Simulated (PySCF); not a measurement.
Compound: C₅H₅F₃O₂S.
Z-matrix (Å and degrees, PBE0-D3(BJ)/def2-SVP geometry), rows numbered from 1:
```
C 
C   1  1.3414
C   2  1.4498  1  121.07
C   3  1.3468  2  128.74  1   178.68
S   4  1.7584  3  125.06  2     0.35
O   5  1.4519  4  108.08  3   162.01
O   5  1.4558  4  111.79  3    24.57
C   5  1.8675  4  101.84  3   -87.00
F   8  1.3169  5  109.01  4  -173.26
F   8  1.3233  5  109.84  4   -53.05
F   8  1.3237  5  109.63  4    66.71
H   1  1.0947  2  121.44  3     0.35
H   1  1.0925  2  121.33  3  -179.73
H   2  1.0919  1  120.91  3  -179.75
H   3  1.0973  2  115.67  1    -1.12
H   4  1.0921  3  122.77  2  -178.77
```

The closed-shell ground state was solved at several levels (PySCF, density fitting, gas phase, non-relativistic).

```tsv
level	basis functions	total energy (Eh)	HOMO (eV)	LUMO (eV)	gap (eV)	dipole (D)
CAM-B3LYP/def2-SVPD	282	-1040.8128	-9.34	-1.51	7.83	5.29
wB97X-D/pcSseg-2	473	-1041.7094	-9.81	-0.86	8.95	5.23
```

(1) What might PBE0/pcSseg-1 (219 basis functions) give for the same quantities?

(2) Over all these levels, which gives the widest orbital gap and which the narrowest?

(3) How far do the dipole and the HOMO energy spread over the levels?

## Answers

(1) Total energy -1040.7096 Eh, HOMO -8.05 eV, LUMO -2.52 eV, gap 5.53 eV, dipole 5.05 D.

(2) wB97X-D/pcSseg-2 (range-separated hybrid) has the widest, 8.95 eV, and PBE0/pcSseg-1 (global hybrid, 25 % exact exchange) the narrowest, 5.53 eV. Functional and basis both differ between the two, so the spread mixes both effects.

(3) The dipole runs from 5.05 to 5.29 D (mean 5.19 D) and the HOMO from -9.81 to -8.05 eV.

One conformer stands for the species.

wB97X-D is run here without its empirical dispersion term; that term would change no orbital, density or response property at a fixed geometry.
